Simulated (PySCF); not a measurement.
H4FNO2Si, singlet, at a GFN2-xTB geometry; PBE0/6-31G (PySCF).

Input for PySCF:
```python
from pyscf import gto, scf, dft, solvent

mol = gto.M(
    atom='''
N    -1.625795   -0.392236    0.323894
Si    0.006783   -0.015846   -0.026678
O     0.151600    1.191189   -1.093950
O     0.875614   -1.266958   -0.558058
F     0.621242    0.481001    1.379920
H    -1.801612   -0.959299    1.136504
H    -2.214642   -0.693528   -0.434251
H    -0.266574    2.027083   -0.909866
H     1.759543   -1.129614   -0.889373
''',
    basis='6-31g',
    charge=0,
    spin=0,
    verbose=4,
)

mf = dft.RKS(mol)
mf.xc = 'pbe0'
mf.kernel()
```

Task: Write the output that PySCF gives for this input, abridged.

Result: 
```
PySCF version 2.14.0

[INPUT] verbose = 4
[INPUT] num. atoms = 9
[INPUT] num. electrons = 50
[INPUT] charge = 0
[INPUT] spin (= nelec alpha-beta = 2S) = 0
[INPUT] symmetry False subgroup None
[INPUT] Mole.unit = angstrom
[INPUT] Symbol           X                Y                Z      unit          X                Y                Z       unit  Magmom
[INPUT]  1 N     -1.625795000000  -0.392236000000   0.323894000000 AA   -3.072307284687  -0.741218616195   0.612070953390 Bohr   0.0
[INPUT]  2 Si     0.006783000000  -0.015846000000  -0.026678000000 AA    0.012818012303  -0.029944600170  -0.050414113551 Bohr   0.0
[INPUT]  3 O      0.151600000000   1.191189000000  -1.093950000000 AA    0.286482480484   2.251020972595  -2.067265893968 Bohr   0.0
[INPUT]  4 O      0.875614000000  -1.266958000000  -0.558058000000 AA    1.654670650835  -2.394203631327  -1.054576781623 Bohr   0.0
[INPUT]  5 F      0.621242000000   0.481001000000   1.379920000000 AA    1.173977237077   0.908960155642   2.607670873810 Bohr   0.0
[INPUT]  6 H     -1.801612000000  -0.959299000000   1.136504000000 AA   -3.404553262730  -1.812812381569   2.147681299473 Bohr   0.0
[INPUT]  7 H     -2.214642000000  -0.693528000000  -0.434251000000 AA   -4.185066843959  -1.310577979717  -0.820615459319 Bohr   0.0
[INPUT]  8 H     -0.266574000000   2.027083000000  -0.909866000000 AA   -0.503751851930   3.830631701762  -1.719397550054 Bohr   0.0
[INPUT]  9 H      1.759543000000  -1.129614000000  -0.889373000000 AA    3.325054374396  -2.134661086474  -1.680671392583 Bohr   0.0

nuclear repulsion = 267.532569689199
number of shells = 35
number of NR pGTOs = 150
number of NR cGTOs = 57
basis = 6-31g
ecp = {}

******** <class 'pyscf.dft.rks.RKS'> ********
method = RKS
initial guess = minao
damping factor = 0
level_shift factor = 0
DIIS = <class 'pyscf.scf.diis.CDIIS'>
diis_start_cycle = 1
diis_space = 8
diis_damp = 0
SCF conv_tol = 1e-09
SCF conv_tol_grad = None
SCF max_cycles = 50
direct_scf = True
direct_scf_tol = 1e-13
XC library pyscf.dft.libxc version 7.1.2
    S. Lehtola, C. Steigemann, M. J. T. Oliveira, and M. A. L. Marques,  SoftwareX 7, 1–5 (2018)
XC functionals = pbe0
    C. Adamo and V. Barone,  J. Chem. Phys. 110, 6158 (1999)
    M. Ernzerhof and G. E. Scuseria,  J. Chem. Phys. 110, 5029 (1999)
radial grids:
    Treutler-Ahlrichs [JCP 102, 346 (1995); DOI:10.1063/1.469408] (M4) radial grids

becke partition: Becke, JCP 88, 2547 (1988); DOI:10.1063/1.454033
pruning grids: <function nwchem_prune>
grids dens level: 3
symmetrized grids: False
atomic radii adjust function: <function treutler_atomic_radii_adjust>
small_rho_cutoff = 0
Set gradient conv threshold to 3.16228e-05
Initial guess from minao.
tot grids = 114744
init E= -597.162021529294
  HOMO = -0.335218308990517  LUMO = -0.0236185639363835  gap/eV = 8.47906
cycle= 1 E= -596.280022799118  delta_E= 0.882  |g|= 1.07  |ddm|= 2.79
  HOMO = -0.203556372417047  LUMO = 0.064333090758681  gap/eV = 7.28964
cycle= 2 E= -596.139091846259  delta_E= 0.141  |g|=  1.4  |ddm|= 1.87
  HOMO = -0.285740909193332  LUMO = 0.0271112819632466  gap/eV = 8.51314
cycle= 3 E= -596.497509927148  delta_E= -0.358  |g|= 0.0694  |ddm|= 1.05
  HOMO = -0.299977492562587  LUMO = 0.0303367724659755  gap/eV = 8.98831
cycle= 4 E= -596.498107528693  delta_E= -0.000598  |g|= 0.0458  |ddm|= 0.0872
  HOMO = -0.293593280125004  LUMO = 0.0316949587284965  gap/eV = 8.85154
cycle= 5 E= -596.498524726286  delta_E= -0.000417  |g|= 0.00174  |ddm|= 0.0317
  HOMO = -0.293237279618911  LUMO = 0.0316320094973379  gap/eV = 8.84014
cycle= 6 E= -596.498524964297  delta_E= -2.38e-07  |g|= 0.00154  |ddm|= 0.00283
  HOMO = -0.293378078114175  LUMO = 0.0315973286163069  gap/eV = 8.84303
cycle= 7 E= -596.498525391864  delta_E= -4.28e-07  |g|= 0.000154  |ddm|= 0.00118
  HOMO = -0.293361780558538  LUMO = 0.0316108222730049  gap/eV = 8.84295
cycle= 8 E= -596.498525397908  delta_E= -6.04e-09  |g|= 2.07e-05  |ddm|= 0.000253
  HOMO = -0.29336690312273  LUMO = 0.0316088029256163  gap/eV = 8.84304
cycle= 9 E= -596.498525398037  delta_E= -1.29e-10  |g|= 1.09e-05  |ddm|= 4.3e-05
  HOMO = -0.29336638096363  LUMO = 0.0316089193823144  gap/eV = 8.84303
Extra cycle  E= -596.498525398009  delta_E= 2.82e-11  |g|= 1.67e-05  |ddm|= 1.95e-05
converged SCF energy = -596.498525398009
```
